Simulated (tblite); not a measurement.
Parent: `[F:1][CH:2]([F:3])[Si@H:4]1[CH2:5][SiH2:6][SiH2:7]1` with F1–C2–Si4–C5 -58°, C2–Si4–C5–Si6 98°, Si4–C5–Si6–Si7 10°, C5–Si6–Si7–Si4 -8°, C2–Si4–Si7–Si6 -97°, C2H8F2Si3.

Computed geometry: GFN2-xTB, gas phase. One conformer each, not checked by frequencies here.

```csv
coordinate of the parent,value
F1–C2,1.369 Å
C2–F3,1.365 Å
C2–Si4,1.943 Å
Si4–C5,1.929 Å
C5–Si6,1.939 Å
Si6–Si7,2.357 Å
Si4–Si7,2.346 Å
F1–C2–F3,105.6°
F1–C2–Si4,109.5°
F3–C2–Si4,110.7°
C2–Si4–C5,105.0°
C2–Si4–Si7,107.3°
C5–Si4–Si7,88.5°
Si4–C5–Si6,102.5°
C5–Si6–Si7,88.0°
Si4–Si7–Si6,79.8°
```

Problem. How does the shared frame change in `[OH:1][CH2:2][C:3]([F:4])([F:5])[Si@@H:6]1[CH2:7][SiH2:8][SiH2:9]1` with H–O1–C2–C3 -73°, O1–C2–C3–F4 -161°, C2–C3–Si6–C7 -171°, C3–Si6–C7–Si8 -102°, Si6–C7–Si8–Si9 -7°, C7–Si8–Si9–Si6 6°, C3–Si6–Si9–Si8 100°, C3H10F2OSi3? Atoms pair as F1 = F5, C2 = C3, F3 = F4, Si4 = Si6, C5 = C7, Si6 = Si8, Si7 = Si9 (parent first).

Solution. 
| parent | relative | value in the relative | change |
| --- | --- | --- | --- |
| F1–C2 | F5–C3 | 1.385 Å | +0.016 |
| C2–F3 | C3–F4 | 1.368 Å | +0.003 |
| C2–Si4 | C3–Si6 | 1.945 Å | +0.002 |
| Si4–C5 | Si6–C7 | 1.930 Å | +0.001 |
| C5–Si6 | C7–Si8 | 1.934 Å | -0.005 |
| Si6–Si7 | Si8–Si9 | 2.352 Å | -0.005 |
| Si4–Si7 | Si6–Si9 | 2.342 Å | -0.004 |
| F1–C2–F3 | F5–C3–F4 | 104.2° | -1.4 |
| F1–C2–Si4 | F5–C3–Si6 | 109.4° | -0.1 |
| F3–C2–Si4 | F4–C3–Si6 | 113.9° | +3.2 |
| C2–Si4–C5 | C3–Si6–C7 | 105.3° | +0.3 |
| C2–Si4–Si7 | C3–Si6–Si9 | 108.9° | +1.6 |
| C5–Si4–Si7 | C7–Si6–Si9 | 88.3° | -0.2 |
| Si4–C5–Si6 | Si6–C7–Si8 | 102.9° | +0.4 |
| C5–Si6–Si7 | C7–Si8–Si9 | 87.9° | -0.1 |
| Si4–Si7–Si6 | Si6–Si9–Si8 | 80.1° | +0.3 |

Of the parent's bonds, F1–C2 changes most (+0.016 Å). Bonds of the relative outside the shared frame: O1–C2 1.407, C2–C3 1.518 Å. Point group C1 → C1.
